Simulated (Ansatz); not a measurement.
`Sc1ccc(-c2ccc(-c3ccc(-c4ccc(-c5ccc(-c6ccc(S)nc6)nc5)nc4)nc3)nc2)nc1`. The state is a singlet with charge 0. Geometry PBE-D4/def2-SVP.

Cartesian coordinates in Å:
```
S -3.375 12.812 -3.455
C -2.731 11.220 -3.032
C -1.370 10.863 -3.095
C -0.986 9.570 -2.735
C -1.964 8.640 -2.313
C -1.636 7.251 -1.920
C -2.654 6.374 -1.485
C -2.338 5.067 -1.122
C -0.994 4.630 -1.197
C -0.575 3.256 -0.838
C 0.783 2.880 -0.925
C 1.166 1.582 -0.595
C 0.185 0.652 -0.177
C 0.511 -0.746 0.180
C 1.794 -1.314 0.033
C 2.012 -2.644 0.393
C 0.937 -3.412 0.900
C 1.084 -4.830 1.298
C -0.006 -5.523 1.868
C 0.139 -6.857 2.241
C 1.382 -7.506 2.043
C 1.614 -8.918 2.416
C 0.650 -9.726 3.063
C 0.947 -11.051 3.379
C 2.226 -11.547 3.034
S 2.628 -13.230 3.424
N 3.158 -10.801 2.421
C 2.856 -9.532 2.127
N 2.426 -6.846 1.489
C 2.278 -5.571 1.135
N -0.295 -2.870 1.047
C -0.494 -1.600 0.701
N -1.117 1.011 -0.084
C -1.474 2.254 -0.400
N -0.015 5.467 -1.611
C -0.327 6.716 -1.955
N -3.269 8.993 -2.252
C -3.638 10.223 -2.594
H -2.180 13.370 -3.794
H -0.612 11.591 -3.424
H 0.076 9.293 -2.784
H -3.685 6.755 -1.444
H -3.134 4.390 -0.784
H 1.509 3.637 -1.256
H 2.226 1.297 -0.656
H 2.632 -0.724 -0.368
H 3.014 -3.081 0.278
H -0.953 -4.979 1.999
H -0.715 -7.393 2.680
H -0.339 -9.324 3.330
H 0.209 -11.691 3.885
H 3.884 -13.128 2.902
H 3.632 -8.929 1.627
H 3.170 -5.101 0.684
H -1.508 -1.188 0.830
H -2.552 2.474 -0.302
H 0.523 7.340 -2.285
H -4.717 10.455 -2.525
```

Single mean-field runs in def2-SVP are fitted with def2-universal-jkfit.

Estimate the orbital energies around the gap (eV) in Ansatz with PBE-D4/def2-SVP, r2SCAN-D4/def2-SVP, PBE0-D4/def2-SVP.


| orbital | PBE-D4/def2-SVP | r2SCAN-D4/def2-SVP | PBE0-D4/def2-SVP |
| --- | --- | --- | --- |
| HOMO−9 | -6.44 | -6.70 | -7.85 |
| HOMO−8 | -6.20 | -6.61 | -7.82 |
| HOMO−7 | -6.13 | -6.56 | -7.75 |
| HOMO−6 | -6.09 | -6.52 | -7.67 |
| HOMO−5 | -6.01 | -6.42 | -7.49 |
| HOMO−4 | -5.91 | -6.15 | -7.27 |
| HOMO−3 | -5.64 | -6.04 | -7.20 |
| HOMO−2 | -5.59 | -5.99 | -6.89 |
| HOMO−1 | -5.49 | -5.70 | -6.39 |
| HOMO | -5.18 | -5.39 | -6.04 |
| LUMO | -3.08 | -3.08 | -2.47 |
| LUMO+1 | -2.54 | -2.51 | -1.84 |
| LUMO+2 | -2.16 | -2.10 | -1.31 |
| LUMO+3 | -2.01 | -1.96 | -1.17 |
| LUMO+4 | -1.89 | -1.83 | -1.07 |
| LUMO+5 | -1.78 | -1.71 | -0.91 |
